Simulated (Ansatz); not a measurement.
CH$_{4}$InO, SMILES `C[O][InH]` radical. Charge 0, multiplicity 2. Correlated methods include outer-core shells of In, which these sets cover unevenly. In: def2 effective core potential.

Z-matrix (Å, degrees):
```
C
O 1 1.400
H 1 1.102 2 113.9
H 1 1.098 2 110.4 3 120.6
H 1 1.098 2 110.4 3 -120.6
In 2 2.004 1 121.6 3 0.0
H 6 1.778 2 114.2 1 -0.0
```

Q: Give the diagnostics of a CCSD(T)/def2-TZVPP run (frozen core, the Gaussian-basis code of Ansatz). (Estimate.)

A: Ansatz gave: T1 = 0.0197, largest single amplitude 0.053, largest double 0.029, (T) share of the correlation energy 3.4 %, 11 CCSD cycles. ⟨S²⟩ of the UHF reference is 0.766 against 0.75 for a pure state. T1 lies under the customary mark of 0.045 for open shells.
